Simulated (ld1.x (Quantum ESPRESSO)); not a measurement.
# Which change was made? (B, RRKJ)

* Element: B
* Generator: ld1.x (Quantum ESPRESSO) 7.5
* Type: norm-conserving RRKJ (Kleinman–Bylander form)
* Functional: PBEsol
* Relativity: non-relativistic
* Frozen core: [He]
* Valence charge: 3
* Reference configuration: 2s2 2p1
* Partial waves: 2p (bound): rc 2.70 bohr; 2s (bound): rc 0.95 bohr
* Local potential: the s channel
* Core correction: none

Cutoffs, loose and tight: the cutoffs (Ry, on a coarse ladder) from which the occupation-weighted sum of valence levels, in a spherical-Bessel basis at the reference potential, stays within 10 and 1 mRy of its value at 400 Ry. They do not see the model core or the augmentation charge, which bear on the density cutoff. Test errors are all-electron minus pseudo excitation energies from the reference, over the configurations 2s2 2p0; 2s1 2p0; 2s2 2p0.5; 2s0 2p3; 2s1 2p1; 2s1 2p2; 2s2 2p1.3; variants that change the core or the reference have their own tests.

The base gives: outcome: generated; cutoff, loose: 70 Ry; cutoff, tight: 160 Ry; bound ghosts: none; largest test error (meV): +227.

(1) After one change the result is: outcome: generated; cutoff, loose: 70 Ry; cutoff, tight: 160 Ry; bound ghosts: none; largest test error (meV): +123. Which change was it?
A. wave 2p (bound): rc 2.70 bohr becomes 2p (bound): rc 2.10 bohr
B. all radii scaled by about 1.35 (s 1.28, p 3.66 bohr)
C. wave 2s (bound): rc 0.95 bohr becomes 2s (bound): rc 1.30 bohr
D. reference 2s1 2p0

Results:

(1) A. The others give: reference 2s1 2p0 → outcome: generated; cutoff, loose: 60 Ry; cutoff, tight: 140 Ry; bound ghosts: none; largest test error (meV): +643 | wave 2s (bound): rc 0.95 bohr becomes 2s (bound): rc 1.30 bohr → outcome: generated; cutoff, loose: 21 Ry; cutoff, tight: 55 Ry; bound ghosts: none; largest test error (meV): +224 | all radii scaled by about 1.35 (s 1.28, p 3.66 bohr) → outcome: generated; cutoff, loose: 21 Ry; cutoff, tight: 55 Ry; bound ghosts: none; largest test error (meV): +614.
